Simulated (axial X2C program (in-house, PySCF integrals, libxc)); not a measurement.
**Worked dissociation energy of ReF: MP2, scalar-relativistic**

Computed with an in-house relativistic program for diatomic molecules. Spin-free means the one-electron spin-free X2C Hamiltonian. Basis: Re dyall-cv3z [13s14p9d7f4g], F dyall-av3z [7s6p3d2f] (cores contracted in-house); Gaussian nuclei, density fitting, unrestricted open shells. Masses: Re 186.956 u, F 18.998 u.

Molecular state: M_S = 3, Λ = 0 (beyond evenly filled blocks: 2 × σα, π+α, π-α, δ+α, δ-α).

Correlated methods: 14 electrons correlated (number of frozen shells: Re 5 s, 4 p, 2 d, 1 f; F 1 s), 312 virtual spin orbitals or spinors in MP2.

* E(Re) (2M_S = 5, M_L = 0): -16688.554236 hartree
* E(F) (2M_S = 1, M_L = 0): -99.714646 hartree
* E(ReF) at Re: -16788.429373 hartree
* ωe: 526.6 cm⁻¹
* ωexe: 2.37 cm⁻¹

(1) Work out De and D0.

De is counted from the lowest determinant-based energies of the atoms at the same level, without counterpoise correction. The state is one determinant with fixed occupations, lowest in a PBE0 search at one distance only: followed along the bond, the spin-free determinant M_S = 2, Λ = 0 reaches 0.02 eV lower at PBE0, at Re = 1.828 Å, so the state shown is not the lowest.

Each atomic determinant is the lowest at this level and need not be a pure term. Totals compare only within one Hamiltonian and basis.

Results:

(1) De = -16688.554236 + (-99.714646) − (-16788.429373) = 0.16049 hartree = 4.367 eV. The zero-point energy is ωe/2 − ωexe/4 = 263 cm⁻¹ = 0.033 eV, so D0 = 4.335 eV.
